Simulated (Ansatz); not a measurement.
An input meant for [WO3S]2- (WSO3²⁻) (charge -2, singlet).

```yaml
crystal:
  periodic: [false, false, false]
  atoms:
    - {symbol: W, position_ang: [0.041294, 0.071093, 0.029593]}
    - {symbol: O, position_ang: [0.070869, 0.082635, 1.822591]}
    - {symbol: O, position_ang: [1.733700, 0.109482, -0.562308]}
    - {symbol: O, position_ang: [-0.785481, 1.560910, -0.530058]}
    - {symbol: S, position_ang: [-1.060372, -1.824120, -0.759828]}
basis:
  gaussian: {orbitals: def2-mTZVP, fitting: {mean_field: cc-pVTZ-jkfit}}
total_charge: -2
hamiltonian: {xc: {name: PBEsol}, dispersion: d3bjatm}
accuracy: high
scf: {omitted_lower_state_checks: [starts]}
output: {forces: true}
```

```sh
$ ansatz run in.yaml --threads 4 --pin off --events-out ev --progress --plain --max-ram 3916MiB
```

**Question.** Predict how Ansatz answers.

**Answer.** The program refused the input.
```
Functional definition: PBEsol
  name "PBEsol"
  cite "Perdew et al., Phys. Rev. Lett. 100, 136406 (2008) doi:10.1103/PhysRevLett.100.136406"
  cite "Perdew, Burke & Ernzerhof, Phys. Rev. Lett. 77, 3865 (1996) doi:10.1103/PhysRevLett.77.3865"
  parent pbesol
  exchange = pbesol_x
  correlation = pbesol_c
these checks for a lower state are left out or cut short: starts
Error: [file] the basis set cc-pVTZ-JKFIT has no functions for W
```
